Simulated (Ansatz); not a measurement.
Ansatz (a first-principles code) input (CCSD(T)/def2-TZVPPD):
A basis named .json is the Basis Set Exchange file of that set.

Ansatz 0.2 input:
```yaml
crystal:
  periodic: [false, false, false]
  atoms:
    - {symbol: Re, position_ang: [-0.00000000, -0.00000000, -0.40844463]}
    - {symbol: Cl, position_ang: [0.00000000, 0.00000000, 1.80196162]}
basis:
  gaussian:
    orbitals: def2-TZVPPD.json
total_charge: 1
magnetization: {spin_polarized: true, initial_magnetization: 5}
correlation: {method: ccsd_t, electrons: outside_noble_gas}
```

End of the output:

```
reference -14608.11028657 eV, -536.8381512987 hartree; 9, 4 occupied and 92, 97 virtual orbitals, 682 factors
second order -7.99210353 eV of doubles, -0.00000000 eV of singles
coupled cluster: 0.56 GiB planned
cycle   1  -8.54350102 eV  change   -4.3e-1 eV  update   2.4e-2
cycle   2  -8.57204517 eV  change   -2.9e-2 eV  update   9.0e-3
cycle   3  -8.57749826 eV  change   -5.5e-3 eV  update   6.6e-3
cycle   4  -8.58383029 eV  change   -6.3e-3 eV  update   3.0e-3
cycle   5  -8.58551681 eV  change   -1.7e-3 eV  update   1.4e-3
cycle   6  -8.58612596 eV  change   -6.1e-4 eV  update   5.5e-4
cycle   7  -8.58606948 eV  change    5.6e-5 eV  update   2.0e-4
cycle   8  -8.58605612 eV  change    1.3e-5 eV  update   7.1e-5
cycle   9  -8.58605977 eV  change   -3.6e-6 eV  update   3.2e-5
cycle  10  -8.58604961 eV  change    1.0e-5 eV  update   1.5e-5
perturbative correction -0.40984270 eV, -0.0150614416 hartree
Total energy: -14617.10617889 eV, -537.1687442437 hartree
```

This state (charge 1, sextet) is run at the relaxed geometry of the species with charge 0 and multiplicity 5.
